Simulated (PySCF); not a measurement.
Nd(NO3)3 at several levels of theory

Computed with PySCF 2.14.0 (density fitting, no spin-orbit coupling) at the geometry relaxed with r2SCAN:

```xyz
13
Nd(NO3)3 (singlet in the valence; each metal's 4f electrons, 3 of them, lie in its core potential, out of spins and levels)
Nd    0.0000    0.0000    0.0000
O     2.1343    0.1560    1.0706
O     2.1343   -0.1560   -1.0706
N     2.8390    0.0000    0.0000
O     4.0279    0.0000    0.0000
O    -1.2022    1.7703    1.0706
O    -0.9320    1.9263   -1.0706
N    -1.4195    2.4586    0.0000
O    -2.0139    3.4883    0.0000
O    -0.9320   -1.9263    1.0706
O    -1.2022   -1.7703   -1.0706
N    -1.4195   -2.4586    0.0000
O    -2.0140   -3.4883    0.0000
```

```json
{"level": "r2SCAN", "basis": "Nd lcecp-1-SVP with ECP49, O def2-SVP, N def2-SVP", "state": "singlet", "HOMO (eV)": "-7.95", "gap (eV)": "4.20", "charge on Nd1 (e)": "1.34", "population of f-type functions on Nd1 (polarisation alone where 4f lies in the core)": "0.07", "dipole about the centre of mass (D)": "0.00", "largest force component (eV/Å)": "0.08"}
{"level": "BLYP", "basis": "the same", "state": "singlet", "HOMO (eV)": "-7.24", "gap (eV)": "3.67", "charge on Nd1 (e)": "1.10", "population of f-type functions on Nd1 (polarisation alone where 4f lies in the core)": "0.07", "dipole about the centre of mass (D)": "0.00", "largest force component (eV/Å)": "1.63"}
{"level": "revPBE", "basis": "the same", "state": "singlet", "HOMO (eV)": "-7.33", "gap (eV)": "3.73", "charge on Nd1 (e)": "1.18", "population of f-type functions on Nd1 (polarisation alone where 4f lies in the core)": "0.07", "dipole about the centre of mass (D)": "0.00", "largest force component (eV/Å)": "1.30"}
{"level": "CAM-B3LYP", "basis": "the same", "state": "singlet", "HOMO (eV)": "-10.79", "gap (eV)": "9.05", "charge on Nd1 (e)": "1.32", "population of f-type functions on Nd1 (polarisation alone where 4f lies in the core)": "0.08", "dipole about the centre of mass (D)": "0.00", "largest force component (eV/Å)": "0.75"}
```

In the lcecp rows the 4f levels are missing from HOMO and gap, and the state counts the valence alone.

Charges are Mulliken's, which hang on the basis. The relaxation used the grid (50, 194), these runs (75, 302) or, all-electron (x2c bases, spin-free X2C Hamiltonian), (99, 590).

Question: What does PBE with Nd lcecp-1-SVP with ECP49, O def2-SVP, N def2-SVP give here?

Answer: state singlet, HOMO (eV) -7.39, gap (eV) 3.69, charge on Nd1 (e) 1.14, population of f-type functions on Nd1 (polarisation alone where 4f lies in the core) 0.07, dipole about the centre of mass (D) 0.00, largest force component (eV/Å) 0.97. Time: 13 s on 4 threads of Arm Neoverse V2, on a shared host, from an already converged density.

In the first row's basis the gap widens with exact exchange: 3.7 to 4.2 eV for BLYP, PBE, revPBE, r2SCAN (none); 9.1 eV for CAM-B3LYP (rising or full at long range).

No frequency check is given that shows the relaxed geometry to be a minimum. An lcecp potential fixes the number of 4f electrons, so in runs with it no electron can move into or out of that shell.
